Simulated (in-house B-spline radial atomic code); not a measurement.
Atomic self-consistent-field run: Cs V (Cs4+). Method: scalar-relativistic (X2C) M06-L, spin-polarised, spherical fractional occupations, Fermi nucleus of rms radius 4.8041 fm. Calculated with a B-spline radial code for spherical atoms.

Command:
```bash
python run_scf.py task.json out
```
Settings (nuclear radius in fm, mass in u):
```
Z                55
configuration    [Kr] 4d10 5s2 5p3
hamiltonian      x2c
method           m06l
spin_polarised   True
nucleus          fermi
rms_radius       4.8041
atomic_mass      132.90545
speed_of_light   137.035999084
```

Output (hartree, bohr):
```
 radial grid: 69 intervals, B-splines of order 8, outer radius 30.8511 bohr

 iter        energy (Eh)    residual
    1       -7782.164338    2.12e-01
    2       -7782.194834    7.89e-03
    3       -7782.194939    4.30e-03
    4       -7782.194968    2.37e-03
    5       -7782.194981    3.00e-04
    6       -7782.194982    7.58e-05
    7       -7782.194982    3.19e-05
    8       -7782.194982    1.73e-05
    9       -7782.194982    1.47e-05
   10       -7782.194982    1.11e-05
   11       -7782.194982    6.83e-06
   12       -7782.194982    7.60e-06
   13       -7782.194982    2.44e-06
   14       -7782.194982    8.01e-07
   15       -7782.194982    8.53e-07
   16       -7782.194982    7.07e-07
   17       -7782.194982    2.76e-07

 total energy                     -7782.19498
 kinetic                            8288.8144
 electron-nucleus                 -18846.5079
 Hartree                            2968.5809
 exchange-correlation               -193.0823

 orbital      occ     eigenvalue          <r>       <r^2>       <1/r>       r_max
 1s up      1.000     -1316.5106     0.025481 0.000891082       62.62     0.01605
 1s down    1.000     -1316.5025    0.0254809 0.000891075     62.6202     0.01605
 2s up      1.000      -208.7015     0.111472   0.0147267     14.3208     0.09467
 2s down    1.000      -208.6987     0.111471   0.0147263     14.3207     0.09468
 2p up      3.000      -187.3420    0.0978976   0.0117155     13.0757     0.07594
 2p down    3.000      -187.3349    0.0978984   0.0117156     13.0754     0.07595
 3s up      1.000       -45.0183     0.297664    0.101423      5.0889      0.2721
 3s down    1.000       -45.0142     0.297648    0.101405     5.08857      0.2721
 3p up      3.000       -38.0589     0.296009    0.101706      4.7084      0.2663
 3p down    3.000       -38.0524     0.295991    0.101686     4.70826      0.2664
 3d up      5.000       -27.8222     0.273504   0.0883666     4.42343      0.2211
 3d down    5.000       -27.8143      0.27348   0.0883446     4.42356      0.2211
 4s up      1.000        -9.9040     0.694101    0.543233     2.04454      0.6438
 4s down    1.000        -9.8864     0.694523    0.543594     2.04161      0.6443
 4p up      3.000        -7.6594     0.737694    0.618543     1.85935       0.674
 4p down    3.000        -7.6433     0.737468     0.61752     1.85789      0.6746
 4d up      5.000        -4.3699     0.832403    0.805458     1.58888      0.7212
 4d down    5.000        -4.3491     0.828038    0.794977     1.59382      0.7218
 5s up      1.000        -2.4791      1.65075     3.03278    0.795692       1.519
 5s down    1.000        -2.3498      1.66144     3.08526     0.79545       1.501
 5p up      3.000        -1.9167      1.84758     3.80529    0.698722       1.687
```

Run time, properties included: 1.2 s on 1 thread of Arm Neoverse N1, on a shared host.

States collapsed into the nucleus by a negative tau potential were left out of the aufbau.

One-electron X2C: radii and densities carry no picture-change correction, so inner-shell <1/r> comes out high (for 1s by about 2 % at Z = 33, 5 % at 54, 10 % at 75, 30 % at 118) and <r> low.
